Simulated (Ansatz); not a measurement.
Relaxation of FH₆NOSi₂ (11 atoms, charge 0, multiplicity 1), to a largest force component of 0.02 eV/Å in at most 50 steps.

All numbers below come from RKS BLYP-D4/def2-SVP (Ansatz).

```xyz
11
Properties=species:S:1:pos:R:3:forces:R:3
N 0.096 1.631 0.824 -1.52 2.86 0.77
Si 0.953 0.331 0.262 0.85 -1.75 -2.69
F 1.474 -0.327 1.600 1.79 -1.53 2.87
Si -0.271 -1.183 -0.977 3.45 2.89 -4.07
O -1.870 -1.349 -0.337 -1.04 -1.03 2.11
H -0.528 1.366 1.586 -0.41 0.02 0.22
H 0.732 2.329 1.240 -0.22 0.16 -0.21
H 2.131 0.889 -0.525 -0.24 -0.21 0.03
H -1.957 -2.333 -0.406 -1.97 0.38 0.25
H 0.297 -2.532 -1.007 0.05 -0.96 0.94
H -2.432 -0.541 -0.328 -0.75 -0.83 -0.23
```

**Question.** Where does it end, and by what steps?

**Answer.** The run converged. After 40 steps the energy has fallen by 2.962 eV; H11 moved furthest, 2.41 Å.

```csv
step,energy less start (eV),largest force component (eV/Å),accepted
0,0.0000,4.070,yes
2,-2.1627,1.011,yes
4,-2.4091,1.391,yes
6,-2.4999,0.394,yes
8,-2.5282,0.494,yes
10,-2.5397,0.099,yes
12,-2.5428,0.104,yes
14,-2.5489,0.176,yes
16,-2.5545,0.221,yes
18,-2.5736,0.282,yes
20,-2.6609,0.667,yes
22,-2.7920,0.855,yes
24,-2.8794,0.447,yes
26,-2.9276,0.162,yes
28,-2.9452,0.219,yes
30,-2.9497,0.768,no
32,-2.9560,0.189,yes
34,-2.9492,0.161,no
36,-2.9615,0.069,yes
38,-2.9622,0.031,yes
40,-2.9622,0.009,yes
```

```xyz
11
Properties=species:S:1:pos:R:3
N 0.484 1.923 0.671
Si 0.587 0.232 0.334
F -0.085 -0.722 1.622
Si -0.950 -0.397 -1.445
O -1.678 -1.802 -0.071
H -0.371 2.448 0.472
H 1.084 2.409 1.342
H 2.048 -0.110 0.463
H -1.219 -1.545 0.789
H 0.050 -1.467 -1.949
H -1.326 -2.688 -0.295
```

Time of the run: 110 s on 2 threads of Arm Neoverse V1 (shared host), peak memory 0.15 GiB.
